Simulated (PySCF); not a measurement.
Vertical excitations of a molecule C5H8S from TDDFT-PBE0/def2-SVPD (PySCF), as energy in eV (oscillator strength): 5.20 (0.000), 5.76 (0.006), 5.99 (0.001), 6.17 (0.002), 6.46 (0.045), 6.57 (0.026), 6.58 (0.021), 6.71 (0.000), 6.76 (0.006), 6.76 (0.004). Lowest triplet (TDA): 4.67 eV. Geometry: B3LYP-D3(BJ)/def2-SVP. The values are those of a single conformer.

### Question
Which structure fits?
A. C#CCCCS
B. CC#CCSC
C. C[C@H]1C=CSC1
D. CC1=CCCS1

### Answer
B, CC#CCSC
